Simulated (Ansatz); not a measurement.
Program: Ansatz. Geometries: PBE0-D4/def2-TZVP. ΔE: electronic, gas phase. CCSD(T)/CBS adds triple-zeta CCSD(T) − MP2 to the extrapolated MP2 energy (def2 sets, frozen cores). This one scheme is used for every species. DFT in def2-TZVPP. B3LYP here is the variant with VWN-RPA as its local correlation; programs differ in this. For Ge outer-core shells are correlated without core-valence functions, which leaves a few kJ/mol of doubt a bond. Scalar relativity is left out up to krypton. Each species was taken in one conformer, which may not be the lowest.

Reaction (formal exchange of groups at the Si–Ge bond): `[F][GeH2][SiH2][SiH3]` + CH₃OH → `OC[SiH2][SiH3]` + `[F][GeH3]`

```tsv
level	ΔE (kJ/mol)	difference from CCSD(T)/CBS
PBE-D4	45.3	3.0
r2SCAN-D4	42.1	-0.2
PBE0-D4	45.9	3.6
B3LYP-D4	42.7	0.4
ωB97X-V	39.2	-3.1
ωB97M-V	37.4	-4.9
B2PLYP	39.9	-2.4
PBE	44.5	2.2
r2SCAN	42.0	-0.3
PBE0	45.0	2.7
B3LYP	41.3	-1.0
HF/def2-TZVPP	38.5	-3.8
MP2/def2-TZVPP	38.7	-3.6
SCS-MP2/def2-TZVPP	37.4	-4.9
CCSD/def2-TZVPP	40.5	-1.8
CCSD(T)/def2-TZVPP	40.2	-2.1
HF/def2-QZVPP	37.4	-4.9
MP2/def2-QZVPP	39.5	-2.8
SCS-MP2/def2-QZVPP	37.7	-4.6
HF/CBS(def2)	37.2	-5.1
MP2/CBS(def2)	40.9	-1.4
CCSD/CBS(def2)	42.6	0.3
CCSD(T)/CBS	42.3	0
```

Largest T1 diagnostic among the species: 0.013.
